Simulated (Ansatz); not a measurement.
Consider the β-hydride elimination: `COB(C)OC` → `CBOC` + `C=O`.

Calculated with Ansatz (gas phase, PBE0-D4/def2-TZVP geometries, no zero-point term in ΔE). CCSD(T)/CBS adds triple-zeta CCSD(T) − MP2 to the extrapolated MP2 energy (def2 sets, frozen cores). This one scheme is used for every species. Functionals use def2-TZVPP. B3LYP here is the variant with VWN-RPA as its local correlation; programs differ in this. Each species was taken in one conformer, which may not be the lowest.

| level | ΔE (kcal/mol) | difference from CCSD(T)/CBS |
| --- | --- | --- |
| PBE-D4 | 55.5 | -1.3 |
| r2SCAN-D4 | 58.6 | 1.8 |
| PBE0-D4 | 59.0 | 2.2 |
| B3LYP-D4 | 55.0 | -1.8 |
| ωB97X-V | 57.4 | 0.6 |
| ωB97M-V | 57.3 | 0.5 |
| B2PLYP | 53.7 | -3.1 |
| PBE | 53.3 | -3.5 |
| r2SCAN | 58.0 | 1.2 |
| PBE0 | 57.1 | 0.3 |
| B3LYP | 51.6 | -5.2 |
| HF/def2-TZVPP | 51.4 | -5.4 |
| MP2/def2-TZVPP | 57.4 | 0.6 |
| SCS-MP2/def2-TZVPP | 54.3 | -2.5 |
| CCSD/def2-TZVPP | 55.8 | -1.0 |
| CCSD(T)/def2-TZVPP | 55.7 | -1.1 |
| HF/def2-QZVPP | 51.3 | -5.5 |
| MP2/def2-QZVPP | 58.0 | 1.2 |
| SCS-MP2/def2-QZVPP | 54.8 | -2.0 |
| HF/CBS(def2) | 51.2 | -5.6 |
| MP2/CBS(def2) | 58.5 | 1.7 |
| CCSD/CBS(def2) | 56.9 | 0.1 |
| CCSD(T)/CBS | 56.8 | 0 |

Largest T1 diagnostic among the species: 0.015.

In def2-TZVPP, CCSD(T) changes the Hartree–Fock value by +4.4 kcal/mol (the triples alone add −0.1 kcal/mol) and MP2 by +6.1 kcal/mol. From PBE to PBE0 (25 % exact exchange), in def2-TZVPP and without D4, ΔE moves by +3.9 kcal/mol. The D4 term adds +3.4 kcal/mol with B3LYP and +1.9 kcal/mol with PBE0; it sums over pairs of atoms, weighted by their polarisabilities, and B3LYP, whose exchange is more repulsive, gets the larger term.
